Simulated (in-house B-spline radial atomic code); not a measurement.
Configurations of Cd+, with energies counted from [Kr] 4d10 5s1. Level of theory: scalar-relativistic (X2C) LC-wPBE, spin-polarised, spherical fractional occupations, Fermi nucleus of rms radius 4.6087 fm; calculated with a B-spline radial code for spherical atoms. Caution: exact exchange at fractional occupations of open shells leaves self-interaction of up to several eV. Shells without spins written out take the highest spin.

Occupations are held fixed; configurations that lie above the ionisation limit could autoionise.

```json
{"configuration": "[Kr] 4d10 6s1", "E - E(ref) (eV)": "9.9776", "highest orbital": "6s up", "its <r> (bohr)": "6.247"}
{"configuration": "[Kr] 4d10 4f1", "E - E(ref) (eV)": "14.236", "highest orbital": "4f up", "its <r> (bohr)": "10.62"}
{"configuration": "[Ar] 3d10 4s2 4p5 4d10 5s2", "E - E(ref) (eV)": "69.562", "highest orbital": "5s down", "its <r> (bohr)": "2.535"}
{"configuration": "[Ar] 3d10 4s2 4p5 4d10 5s1 5p1", "E - E(ref) (eV)": "76.507", "highest orbital": "5p up", "its <r> (bohr)": "3.211"}
{"configuration": "[Ar] 3d10 4s2 4p5 4d10 5s1 6f1", "E - E(ref) (eV)": "86.431", "highest orbital": "6f up", "its <r> (bohr)": "27.02"}
{"configuration": "[Ar] 3d(4 up, 5 down) 4s2 4p6 4d10 5s(1 up, 0 down) 5d(0 up, 1 down)", "E - E(ref) (eV)": "420.94", "highest orbital": "5d down", "its <r> (bohr)": "6.371"}
{"configuration": "[Ar] 3d9 4s2 4p6 4d10 4f1 5s1", "E - E(ref) (eV)": "422.85", "highest orbital": "4f up", "its <r> (bohr)": "10.56"}
```

Q: Order these further configurations by energy, lowest first.
A. [Ar] 3d9 4s2 4p6 4d10 5s1 6d1
B. [Kr] 4d10 6d(1 up, 0 down)
C. [Ar] 3d9 4s2 4p6 4d10 5s1 5d1
D. [Ar] 3d10 4s2 4p(3 up, 2 down) 4d10 5s(0 up, 1 down) 5d(1 up, 0 down)
E. [Ar] 3d(5 up, 4 down) 4s2 4p6 4d10 5s(1 up, 0 down) 6p(1 up, 0 down)

A: B (14.225 eV), D (83.271 eV), E (420.79 eV), C (420.86 eV), A (422.74 eV).

Q: How far above the reference does [Kr] 4d9 5s1 6p1 lie?

A: 26.51 eV; its least bound orbital is 6p up with <r> = 7.814 bohr.

Q: How far above the reference does [Kr] 4d9 5s1 6s1 lie?

A: 23.922 eV; its least bound orbital is 6s up with <r> = 6.002 bohr.
